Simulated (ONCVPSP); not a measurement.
## Cutoff test, Mg, ONCV

magnesium, optimised norm-conserving Vanderbilt (ONCV), made with ONCVPSP 4.0.1 (LDA (Perdew-Wang 92), scalar-relativistic). Core [He], reference 2s2 2p6 3s2. Waves: 2s+3s: rc 1.30 bohr, ncon 4, nbas 7, qcut 9.8 1/bohr, 3 projectors, debl 1.7 Ha; 2p: rc 0.75 bohr, ncon 4, nbas 7, qcut 22.3 1/bohr, 2 projectors, debl 2.3 Ha. Local part: polynomial inside 0.70 bohr (lpopt 5, dvloc0 -1 Ha). Core correction: none.

Question: For each optimised wave give the share of its norm inside rc, the residual kinetic energy above qcut (Ha) and the cutoffs (Ha) for errors of 10, 1, 0.1 and 0.01 mHa per electron.

Answer:

| wave | norm inside rc | residual KE | 10 mHa | 1 mHa | 0.1 mHa | 0.01 mHa |
| --- | --- | --- | --- | --- | --- | --- |
| 2s | 0.952 | 1.4e-08 | 16.3 | 22.3 | 27.9 | 32.8 |
| 3s | 0.035 | 1.3e-07 | 9.6 | 15.2 | 19.9 | 24.1 |
| s projector 3 | 0.086 | 1.0e-06 | 12.2 | 17.1 | 21.8 | 39.4 |
| 2p | 0.643 | 1.3e-08 | 115.1 | 146.9 | 174.7 | 197.3 |
| p projector 2 | 0.066 | 2.8e-09 | 89.3 | 127.2 | 159.5 | 186.5 |

The occupied waves need 147 Ha and 175 Ha for 1 and 0.1 mHa.
